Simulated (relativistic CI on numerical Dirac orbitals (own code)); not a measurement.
**Ligand-field terms of d6**

Computed with a parametric ligand-field model of a d^n configuration (Racah B and C, spin-orbit zeta, crystal field), exact diagonalisation.

Field parameters in Wybourne normalisation: Oh B⁴₀ = 21Dq, B⁴₄ = √(5/14) B⁴₀. The field is a parameter set, without covalency.

(1) Ground term and bands for B = 900, C = 4280, ζ = 0 cm⁻¹, Oh, 10Dq = 900 cm⁻¹?

(2) Ground term and bands for B = 900, C = 4280, ζ = 0 cm⁻¹, Oh, 10Dq = 24300 cm⁻¹?

(3) Ground term and bands for B = 900, C = 4280, ζ = 0 cm⁻¹, Oh, 10Dq = 15300 cm⁻¹?

(4) Ground term and bands for B = 900, C = 4280, ζ = 0 cm⁻¹, Oh, 10Dq = 36900 cm⁻¹?

(5) Ground term and bands for B = 900, C = 4280, ζ = 0 cm⁻¹, Oh, 10Dq = 26100 cm⁻¹?

## Answers

(1) Ground term 5T2 with 2.00 electrons in the two orbitals of the cubic e set. Spin-allowed: 5E 900 cm⁻¹. Lowest spin-forbidden: 3T1 20513 cm⁻¹ (487 nm), 3T2 20778 cm⁻¹ (481 nm), 3T1 21367 cm⁻¹ (468 nm).

(2) Ground term 1A1 with 0.06 electrons in the two orbitals of the cubic e set. Spin-allowed: 1T1 21680 cm⁻¹ (461 nm), 1T2 32878 cm⁻¹ (304 nm), 1T2 45185 cm⁻¹ (221 nm), 1E 45632 cm⁻¹ (219 nm). Lowest spin-forbidden: 5T2 12435 cm⁻¹ (804 nm), 3T1 12495 cm⁻¹ (800 nm), 3T2 17997 cm⁻¹ (556 nm).

(3) Ground term 5T2 with 2.00 electrons in the two orbitals of the cubic e set. Spin-allowed: 5E 15300 cm⁻¹ (654 nm). Lowest spin-forbidden: 1A1 4912 cm⁻¹ (2036 nm), 3T1 8623 cm⁻¹ (1160 nm), 3T2 13243 cm⁻¹ (755 nm).

(4) Ground term 1A1 with 0.03 electrons in the two orbitals of the cubic e set. Spin-allowed: 1T1 33954 cm⁻¹ (295 nm), 1T2 46294 cm⁻¹ (216 nm), 1T2 69527 cm⁻¹ (144 nm), 1E 70306 cm⁻¹ (142 nm). Lowest spin-forbidden: 3T1 24900 cm⁻¹ (402 nm), 3T2 30992 cm⁻¹ (323 nm), 5T2 37079 cm⁻¹ (270 nm).

(5) Ground term 1A1 with 0.05 electrons in the two orbitals of the cubic e set. Spin-allowed: 1T1 23424 cm⁻¹ (427 nm), 1T2 34855 cm⁻¹ (287 nm), 1T2 48618 cm⁻¹ (206 nm), 1E 49140 cm⁻¹ (204 nm). Lowest spin-forbidden: 3T1 14261 cm⁻¹ (701 nm), 5T2 15937 cm⁻¹ (627 nm), 3T2 19878 cm⁻¹ (503 nm).
